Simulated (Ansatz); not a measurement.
Reaction (formal exchange of groups at the Si–O bond): `F[Si](F)(F)O[Si](Cl)(Cl)Cl` + `FBF` → `FB(F)[Si](F)(F)F` + `O[Si](Cl)(Cl)Cl`

Calculated with Ansatz (gas phase, PBE0-D4/def2-TZVP geometries, no zero-point term in ΔE). CBS: MP2 limit from def2 TZ/QZ plus the TZ coupled-cluster correction, frozen cores. This one scheme is used for every species. Functionals use def2-TZVPP. B3LYP here is the variant with VWN-RPA as its local correlation; programs differ in this. One conformer a species, not always the lowest.

`F[Si](F)(F)O[Si](Cl)(Cl)Cl`:

Cartesian coordinates in Å:
```
F -1.287 0.361 -2.145
Si -0.763 1.109 -0.874
F -1.982 1.432 0.054
F -0.096 2.452 -1.319
O 0.315 0.215 -0.102
Si 0.801 -1.018 0.817
Cl 0.216 -0.700 2.723
Cl -0.016 -2.732 0.127
Cl 2.812 -1.120 0.719
```

`FBF`:

Cartesian coordinates in Å:
```
F 0.781 -0.997 -0.264
B 0.015 0.037 0.002
F -1.265 -0.177 0.201
H 0.469 1.137 0.061
```

`FB(F)[Si](F)(F)F`:

Cartesian coordinates in Å:
```
F -1.182 1.826 -0.348
B -0.214 0.994 -0.653
F 0.527 1.269 -1.701
Si 0.139 -0.672 0.448
F -0.004 -1.968 -0.438
F 1.601 -0.651 1.039
F -0.867 -0.797 1.653
```

`O[Si](Cl)(Cl)Cl`:

Z-matrix (Å, degrees):
```
Si
Cl 1 2.031
Cl 1 2.031 2 107.8
O 1 1.617 2 111.3 3 122.3
Cl 1 2.017 2 109.9 3 -119.8
H 4 0.960 1 118.4 2 -60.4
```

| level | ΔE (kJ/mol) | difference from CCSD(T)/CBS |
| --- | --- | --- |
| LDA (SPW92) | 135.5 | -28.3 |
| PBE-D4 | 133.8 | -30.0 |
| revPBE-D4 | 135.5 | -28.3 |
| B97M-V | 161.4 | -2.4 |
| B3LYP-D4 | 161.0 | -2.8 |
| BHLYP-D4 | 177.8 | 14.0 |
| PBE | 128.1 | -35.7 |
| BLYP | 139.9 | -23.9 |
| r2SCANh | 158.9 | -4.9 |
| LC-ωPBE | 146.8 | -17.0 |
| RPA@PBE/def2-TZVPP | 160.3 | -3.5 |
| HF/def2-TZVPP | 187.2 | 23.4 |
| MP2/def2-TZVPP | 169.0 | 5.2 |
| CCSD/def2-TZVPP | 167.5 | 3.7 |
| HF/CBS(def2) | 191.0 | 27.2 |
| CCSD/CBS(def2) | 167.5 | 3.7 |
| CCSD(T)/CBS | 163.8 | 0 |

Largest T1 diagnostic among the species: 0.013.

The D4 term adds +8.7 kJ/mol with B3LYP and +5.5 kJ/mol with PBE0; it sums over pairs of atoms, weighted by their polarisabilities, and B3LYP, whose exchange is more repulsive, gets the larger term. In def2-TZVPP, CCSD(T) changes the Hartree–Fock value by −23.4 kJ/mol (the triples alone add −3.7 kJ/mol) and MP2 by −18.2 kJ/mol.
